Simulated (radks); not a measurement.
The carbon anion C4-, [Ne], held by a Watson sphere: a shell of charge +4 at radius R that stands for the Madelung well of a crystal (potential energy -4/R inside, -4/r outside, in hartree with lengths in bohr). Calculated with a radial shooting solver on a logarithmic mesh with Libxc functionals: scalar-relativistic Kohn-Sham, LDA (Slater exchange, Perdew-Wang correlation), spin-polarised, spherical densities, finite nucleus; Fermi nuclear charge, rms radius of each element as measured or else 0.836 A^(1/3) + 0.57 fm. Response by self-consistent Sternheimer equations with the Hartree and adiabatic LDA kernel, the relativistic mass of each level held fixed and spin-orbit coupling left out. The sphere does not respond.

R (bohr)  e(1s) (eV)  e(2s) (eV)  e(2p) (eV)  <r> 2p (bohr)  sum of <r^2> (bohr^2)  X-ray form factor at sin(theta)/lambda = 0.3 1/angstrom  alpha (bohr^3)
2.58         -264.67     -13.507      -6.122          2.311                  48.66                                                    2.397           47.73
2.8          -265.09     -12.799      -5.635          2.438                  53.77                                                    2.392           60.35
2.9          -265.25     -12.513      -5.433          2.496                  56.17                                                    2.395           66.99
3.49         -265.92     -11.221      -4.459          2.844                  71.62                                                    2.427           120.3
3.63         -266.02     -10.999      -4.275          2.928                  75.62                                                    2.434           137.1
3.67         -266.05     -10.941      -4.225          2.952                  76.78                                                    2.436           142.2
